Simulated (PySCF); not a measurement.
H6Ge2, charge -1, doublet, geometry from GFN2-xTB (a state made from the parent by changing its charge; the spin is typed, not shown lowest) (in this run its highest filled SCF level lies above zero, so its values depend strongly on the basis, on diffuse functions most of all); PySCF with DF-R2SCAN/STO-3G.

Input for PySCF:
```python
from pyscf import gto, scf, dft

mol = gto.Mole()
mol.atom = '''
    Ge   -1.23522005    0.51292370   -0.12591087
    Ge    1.23525908   -0.51205515    0.12902469
    H    -1.92530595   -0.60516687   -1.02753875
    H    -2.47835897    1.61253592   -0.42053532
    H    -1.94017119   -0.02486483    1.19983024
    H     2.47831690   -1.61347220    0.41717868
    H     1.96734679    0.62962708    0.96829304
    H     1.89692349   -0.02645262   -1.23686999
'''
mol.basis = 'sto-3g'
mol.charge = -1
mol.spin = 1
mol.verbose = 4
mol.build()

mf = dft.UKS(mol)
mf.xc = 'r2scan'
mf = mf.density_fit(auxbasis='def2-universal-jkfit')
mf.kernel()
```

Problem. Predict the main parts of the log of this PySCF run.

Solution. 
```
PySCF version 2.14.0

[INPUT] verbose = 4
[INPUT] num. atoms = 8
[INPUT] num. electrons = 71
[INPUT] charge = -1
[INPUT] spin (= nelec alpha-beta = 2S) = 1
[INPUT] symmetry False subgroup None
[INPUT] Mole.unit = angstrom
[INPUT] Symbol           X                Y                Z      unit          X                Y                Z       unit  Magmom
[INPUT]  1 Ge    -1.235220050000   0.512923700000  -0.125910870000 AA   -2.334227598072   0.969285315799  -0.237937060406 Bohr   0.0
[INPUT]  2 Ge     1.235259080000  -0.512055150000   0.129024690000 AA    2.334301354082  -0.967643994173   0.243821327407 Bohr   0.0
[INPUT]  3 H     -1.925305950000  -0.605166870000  -1.027538750000 AA   -3.638300951496  -1.143599643960  -1.941766819878 Bohr   0.0
[INPUT]  4 H     -2.478358970000   1.612535920000  -0.420535320000 AA   -4.683419691659   3.047251254824  -0.794696580506 Bohr   0.0
[INPUT]  5 H     -1.940171190000  -0.024864830000   1.199830240000 AA   -3.666392183871  -0.046987718834   2.267350549571 Bohr   0.0
[INPUT]  6 H      2.478316900000  -1.613472200000   0.417178680000 AA    4.683340190881  -3.049020567599   0.788353450208 Bohr   0.0
[INPUT]  7 H      1.967346790000   0.629627080000   0.968293040000 AA    3.717746625142   1.189822741810   1.829808653923 Bohr   0.0
[INPUT]  8 H      1.896923490000  -0.026452620000  -1.236869990000 AA    3.584665875354  -0.049988207077  -2.337345532794 Bohr   0.0

nuclear repulsion = 294.565035882467
number of shells = 22
number of NR pGTOs = 126
number of NR cGTOs = 42
basis = sto-3g
ecp = {}

******** <class 'pyscf.df.df_jk.DFUKS'> ********
method = DFUKS
initial guess = minao
damping factor = 0
level_shift factor = 0
DIIS = <class 'pyscf.scf.diis.CDIIS'>
diis_start_cycle = 1
diis_space = 8
diis_damp = 0
SCF conv_tol = 1e-09
SCF conv_tol_grad = None
SCF max_cycles = 50
direct_scf = False
number electrons alpha = 36  beta = 35
XC library pyscf.dft.libxc version 7.1.2
    S. Lehtola, C. Steigemann, M. J. T. Oliveira, and M. A. L. Marques,  SoftwareX 7, 1–5 (2018)
XC functionals = r2scan
    J. W. Furness, A. D. Kaplan, J. Ning, J. P. Perdew, and J. Sun,  J. Phys. Chem. Lett. 11, 8208–8215 (2020)
    J. W. Furness, A. D. Kaplan, J. Ning, J. P. Perdew, and J. Sun,  J. Phys. Chem. Lett. 11, 9248–9248 (2020)
    J. W. Furness, A. D. Kaplan, J. Ning, J. P. Perdew, and J. Sun,  J. Phys. Chem. Lett. 11, 8208–8215 (2020)
    J. W. Furness, A. D. Kaplan, J. Ning, J. P. Perdew, and J. Sun,  J. Phys. Chem. Lett. 11, 9248–9248 (2020)
radial grids:
    Treutler-Ahlrichs [JCP 102, 346 (1995); DOI:10.1063/1.469408] (M4) radial grids

becke partition: Becke, JCP 88, 2547 (1988); DOI:10.1063/1.454033
pruning grids: <function nwchem_prune>
grids dens level: 3
symmetrized grids: False
atomic radii adjust function: <function treutler_atomic_radii_adjust>
small_rho_cutoff = 0
Set gradient conv threshold to 3.16228e-05
tot grids = 100128
init E= -4104.68447422716

cycle= 1 E= -4109.31686823404  delta_E= -4.63  |g|= 0.577  |ddm|= 2.24
cycle= 2 E= -4104.82120578852  delta_E=  4.5  |g|= 2.81  |ddm|= 4.52
cycle= 3 E= -4109.55725958886  delta_E= -4.74  |g|= 0.301  |ddm|= 3.78
cycle= 4 E= -4109.64757941023  delta_E= -0.0903  |g|= 0.0368  |ddm|= 0.653
cycle= 5 E= -4109.64931517024  delta_E= -0.00174  |g|= 0.0127  |ddm|= 0.182
cycle= 6 E= -4109.64953182994  delta_E= -0.000217  |g|= 0.00117  |ddm|= 0.0428
cycle= 7 E= -4109.64953374292  delta_E= -1.91e-06  |g|= 0.000417  |ddm|= 0.00432
cycle= 8 E= -4109.64953373764  delta_E= 5.28e-09  |g|= 0.000478  |ddm|= 0.00228
cycle= 9 E= -4109.64953397415  delta_E= -2.37e-07  |g|= 0.000107  |ddm|= 0.00154
cycle= 10 E= -4109.64953398771  delta_E= -1.36e-08  |g|= 1.54e-05  |ddm|= 0.000333
cycle= 11 E= -4109.64953398801  delta_E= -3.06e-10  |g|= 1.15e-06  |ddm|= 5.17e-05
Extra cycle  E= -4109.64953398802  delta_E= -9.09e-12  |g|= 8.33e-07  |ddm|= 6.04e-06
converged SCF energy = -4109.64953398802  <S^2> = 0.75441658  2S+1 = 2.0044117
```
